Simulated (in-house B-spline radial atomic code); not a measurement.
Results of a calculation; reference values are marked as such.
**Si in an electron gas of r_s = 2.2: phase shifts, screening, friction and resistivity**

A nucleus sits in a uniform electron gas with a rigid positive background. The Kohn-Sham equations are solved self-consistently in the spin-unpolarised LDA (PW92), non-relativistic, on B-splines with outgoing waves at the boundary and partial waves to l = 8. The model has no lattice, no bands and no magnetic solution. Atomic units; δ_l are the phase shifts at the Fermi level, counted so that each bound state adds π, and good to about 0.0005.

The density parameter is r_s = 2.2 bohr, near that of the valence electrons of Ga (3 per atom, density 5.91 g/cm³, mass 69.72 u, which gives r_s = 2.19).

```tsv
l	δ_l (rad)
0	7.0615
1	4.3636
2	0.3115
3	0.0322
4	0.0051
5	0.0010
6	0.0003
7	0.0002
8	0.0001
```

Bound levels below the band bottom (hartree): s -64.64, s -4.581, p -3.017, s -0.06513.

**Question.** Check the Friedel sum rule, and say where the screening charge sits.

**Answer.** k_F = (9π/4)^(1/3)/r_s = 0.87234. The rule is Z = (2/π) Σ (2l + 1) δ_l. The terms are s 4.495, p 8.334, d 0.992, f 0.143 and 0.042 beyond, in all 14.006 against Z = 14. Bound states hold 6 s, 6 p, 0 d electrons, so the scattering states carry 2.01 in all; where a term is smaller than its bound count, the bound level has drawn weight out of the band.

**Question.** Find the transport cross section and the electronic stopping of a 10 keV Si ion (mass 28.09 u).

**Answer.** σ_tr = (4π/k_F²) Σ (l + 1) sin²(δ_l − δ_(l+1)). The terms for l = 0 to 3 are 0.1843, 1.2476, 0.2280, 0.0029, all together 1.6629, so σ_tr = 16.513 × 1.6629 = 27.460 bohr². With n = 3/(4π r_s³) = 0.02242, the friction coefficient is Q = n k_F σ_tr = 0.5371. For v well below v_F = 0.872, dE/dx = Q v; with 24801 eV per u at v = 1, v = √(10000/(24801 × 28.09)) = 0.1198, so dE/dx = 0.06435 hartree/bohr = 33.1 eV/nm. The largest term couples the p and d waves.

**Question.** What residual resistivity would 1 atomic per cent of such centres give in Ga?

**Answer.** Δρ = k_F n_i σ_tr/n in atomic units of 21.74 μΩ·cm. With one host atom per 3 electrons, n_i/n = 0.01/3, so Δρ = 0.8723 × 0.00333 × 27.460 × 21.74 = 1.74 μΩ·cm. This is an atom added to the gas, as on an interstitial site.

**Question.** On a substitutional site the background of one host ion, a sphere holding 3 charges, is taken out. The phase shifts for l = 0 to 4 become 6.7754, 3.7005, -0.0464, -0.0371, -0.0091. What follows?

**Answer.** The Friedel sum is now 11.00, for Z − 3 = 11. The sum in σ_tr is 0.6557, so σ_tr = 10.83 bohr² and Δρ = 0.68 μΩ·cm per atomic per cent, 0.39 times the value above. A real host ion scatters too, so this model doesn't give zero even for the host's own atom.
